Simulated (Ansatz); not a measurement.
B₂N₂⁻, relaxed as a doublet with UKS PBE0-D4/def2-TZVPD in Ansatz, starting from the GFN1-xTB geometry. Force threshold 0.02 eV/Å.

The structure comes from a short search, and lower isomers may exist.

Start:

```xyz
4

B     1.346    0.092   -1.423
B    -0.480   -0.103    0.495
N    -1.350   -0.220    1.406
N     0.484    0.232   -0.478
```

```csv
step,energy (eV),largest force component (eV/Å),SCF passes
1,-4327.5821,5.176,48
2,-4327.8033,1.997,44
3,-4327.8810,0.149,37
4,-4327.8813,0.050,30
5,-4327.8814,0.001,30
```

Force components are those of the run's own axes.

End:

```xyz
4

B     1.3658    0.1912   -1.4278
B    -0.4548   -0.0637    0.4754
N    -1.3720   -0.1928    1.4343
N     0.4610    0.0653   -0.4818
```

By distances, no bond broke or formed. The bond that changes most is B2–N4, from 1.41 to 1.33 Å (atoms count from 1).

No frequencies were taken in this run, so the end may be a saddle point.

Run time 7.5 s (4 threads of Arm Neoverse V2 on a shared host).
